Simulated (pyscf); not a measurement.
## `[OH][Si]([F])([O][SiH3])[O][SiH3]`, singlet

Gas-phase minimum from PySCF at ωB97X-D3(BJ)/def2-SVP, one conformer. 

SMILES: O[Si](F)(O[SiH3])O[SiH3]
```xyz
14

O      0.2877    -1.3834     1.4204
Si     1.5596    -0.3737     1.1844
F      2.8249    -0.9092     2.0311
O      2.0247    -0.2727    -0.3764
Si     2.1499     0.9963    -1.4581
O      1.1130     1.0989     1.7239
Si    -0.1061     1.6906     2.7047
H      0.3918    -2.3183     1.2187
H      3.1703     1.9727    -0.9878
H      2.5579     0.4280    -2.7689
H      0.8335     1.6805    -1.5935
H     -1.4163     1.5763     2.0081
H     -0.1484     0.9275     3.9825
H      0.1973     3.1194     2.9776
```

Bonded distances (Å): O1–Si2 1.641, O1–H8 0.962, Si2–F3 1.614, Si2–O4 1.632, Si2–O6 1.631, O4–Si5 1.672, Si5–H9 1.489, Si5–H10 1.486, Si5–H11 1.490, O6–Si7 1.673, Si7–H12 1.488, Si7–H13 1.489, Si7–H14 1.486. Bond angles (°): Si2–O1–H8 118.9, O1–Si2–F3 109.2, O1–Si2–O4 113.4, O1–Si2–O6 107.2, F3–Si2–O4 107.4, F3–Si2–O6 109.9, O4–Si2–O6 109.8, Si2–O4–Si5 133.4, O4–Si5–H9 110.2, O4–Si5–H10 107.5, O4–Si5–H11 109.9, H9–Si5–H10 110.0, H9–Si5–H11 109.5, H10–Si5–H11 109.8 (the first ones only).

Properties at ωB97X-D3(BJ)/def2-SVP:

```json
{
  "harmonic_wavenumbers_unscaled": "29, 40, 56, 80, 85, 96, 148, 259, 285, 335, 379, 389, 603, 703, 735, 742, 752, 764, 814, 912, 966, 969, 970, 972, 978, 988, 1017, 1113, 1121, 2269, 2274, 2276, 2278, 2290, 2291, 3949 cm⁻¹",
  "zero_point_energy": "49.9 kcal/mol",
  "rotational_symmetry_number": "1",
  "Entropy of this conformer at 298 K and 1 atm, rigid rotor and harmonic oscillator, modes under 100 cm⁻¹ raised to 100": "433.7 J/(mol K)",
  "dipole_moment": "1.34 D"
}
```

Single-point totals, which compare only within one level:

```tsv
level	total energy (hartree)
ωB97X-D3(BJ)/def2-TZVP	-1198.81219
PBE/def2-TZVP	-1197.88642
r²SCAN/def2-TZVP	-1198.46604
B3LYP-D3(BJ)/def2-TZVP	-1198.78301
PBE0-D3(BJ)/def2-TZVP	-1197.99138
M06-2X/def2-TZVP	-1198.52309
ωB97M-D3(BJ)/def2-TZVP	-1198.88884
```

The lowest mode is so soft that the shape along it may change with the basis. Soft torsions are taken as harmonic, which can shift the entropy by several J/(mol K).
